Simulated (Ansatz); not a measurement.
Born–Oppenheimer molecular dynamics of C$_{2}$H$_{9}$NOSi (14 atoms, charge 0, multiplicity 1). It starts from a rough guess of a transition structure, not a stationary point.

Theory: UKS PBE0/STO-3G (Ansatz).

| Property | Result |
| --- | --- |
| ensemble | NVE (velocity Verlet) |
| time step | 0.5 fs |
| steps asked | 150 |
| starting velocities drawn for | 1000 K |
| seed | 974183 |

First frame:

```xyz
14
Properties=species:S:1:pos:R:3
Si -0.416 -0.220 0.237
N 1.312 0.458 1.266
O -0.783 -0.548 1.730
H 0.361 -0.067 2.054
C -1.156 1.280 -0.658
C 0.154 -1.561 -0.975
H 2.195 -0.021 1.176
H 1.480 1.449 1.351
H -0.446 1.740 -1.338
H -2.029 0.996 -1.239
H -1.469 2.032 0.059
H -0.700 -2.080 -1.401
H 0.734 -1.154 -1.796
H 0.763 -2.302 -0.467
```

How far do the bonds stretch over the last three quarters of this one trajectory? (Pairs bonded in most of those frames.)


```json
{"bond": "Si1–N2", "mean (Å)": "1.800", "spread (Å)": "0.128", "shortest": "1.58", "longest": "2.01"}
{"bond": "Si1–O3", "mean (Å)": "1.757", "spread (Å)": "0.093", "shortest": "1.61", "longest": "1.88"}
{"bond": "Si1–C5", "mean (Å)": "1.869", "spread (Å)": "0.018", "shortest": "1.84", "longest": "1.90"}
{"bond": "Si1–C6", "mean (Å)": "1.904", "spread (Å)": "0.065", "shortest": "1.80", "longest": "2.01"}
{"bond": "N2–H7", "mean (Å)": "1.061", "spread (Å)": "0.035", "shortest": "0.98", "longest": "1.14"}
{"bond": "N2–H8", "mean (Å)": "1.069", "spread (Å)": "0.085", "shortest": "0.93", "longest": "1.20"}
{"bond": "O3–H4", "mean (Å)": "1.026", "spread (Å)": "0.053", "shortest": "0.94", "longest": "1.11"}
{"bond": "C5–H9", "mean (Å)": "1.100", "spread (Å)": "0.030", "shortest": "1.05", "longest": "1.15"}
{"bond": "C5–H10", "mean (Å)": "1.099", "spread (Å)": "0.023", "shortest": "1.06", "longest": "1.13"}
{"bond": "C5–H11", "mean (Å)": "1.097", "spread (Å)": "0.023", "shortest": "1.06", "longest": "1.14"}
{"bond": "C6–H12", "mean (Å)": "1.105", "spread (Å)": "0.058", "shortest": "1.02", "longest": "1.19"}
{"bond": "C6–H13", "mean (Å)": "1.099", "spread (Å)": "0.006", "shortest": "1.09", "longest": "1.11"}
{"bond": "C6–H14", "mean (Å)": "1.098", "spread (Å)": "0.033", "shortest": "1.05", "longest": "1.15"}
```

Mean temperature of the second half: 1203 K. The conserved energy stayed within 1.1 meV per atom of its start (net change 0.86 meV per atom), so the integration is sound. A run of 0.075 ps of so small a system gives no equilibrium averages. The orbitals were unrestricted but ended closed-shell. Limits of this set-up: minimal basis.

Run time: 11 min on 1 thread of Arm Neoverse V1, on a shared host, peak memory 0.14 GiB.
